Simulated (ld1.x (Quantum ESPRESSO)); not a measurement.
# What one change does to a pseudopotential (O, TM)

ld1.x (Quantum ESPRESSO) 7.5 input, shortened:

```
&input
   title='O', zed=8., rel=1, dft='PBE', iswitch=3,
   config='[He] 2s1.5 2p4.5'
 /
 &inputp
   pseudotype=2, tm=.true., lloc=-2, rcloc=1.35,
   nlcc=.false.
 /
2
2S  1  0   1.50   0.00  0.85  0.85  0.0
2P  2  1   4.50   0.00  1.50  1.50  0.0
 &test
   configts(1)='2s1.5 2p4.5'
 /
```

Change: all radii scaled by about 1.16 (s 0.98, p 1.74 bohr); local potential all-electron potential smoothed inside 1.58 bohr (lloc = -2).

Cutoffs: the cutoffs (Ry, on a coarse ladder) from which the occupation-weighted sum of valence levels, in a spherical-Bessel basis at the reference potential, stays within 10 and 1 mRy of its value at 400 Ry; they do not see the model core or the augmentation charge, which bear on the density cutoff. Errors are all-electron minus pseudo energies relative to the spin-unpolarised reference configuration.

Problem. What does the change do?

Solution. The potential gets softer (70 Ry and 180 Ry → 60 Ry and 140 Ry); of the 7 tests that both files solve, the error grows in 6 and shrinks in 0 by more than 15 % and 0.3 meV (median size 45.4 → 80.6 meV); neither file shows a bound ghost. A larger radius leaves more room for a smooth pseudo-wave, so fewer plane waves are needed. More of the atom is replaced by a form fitted at one configuration, so other configurations suffer.

```tsv
quantity	base	changed
cutoff, loose	70 Ry	60 Ry
cutoff, tight	180 Ry	140 Ry
loose cutoff by channel (10 mRy a level)	s 60 Ry, p 50 Ry	s 55 Ry, p 45 Ry
bound ghosts	none	none
error for 2s2 2p4, meV [ΔE -7.47 eV]	+2.5	+2.8
error for 2s2 2p3, meV [ΔE 8.96 eV]	+45	+81
error for 2s2 2p2, meV [ΔE 42.55 eV]	+265	+438
error for 2s2 2p1, meV [ΔE 96.42 eV]	+1024	+1600
error for 2s1 2p4, meV [ΔE 24.19 eV]	-25	-49
error for 2s2 2p0, meV [ΔE 173.32 eV]	+2991	+4433
error for 2s2 2p3.5, meV [ΔE -1.18 eV]	+15	+27
```
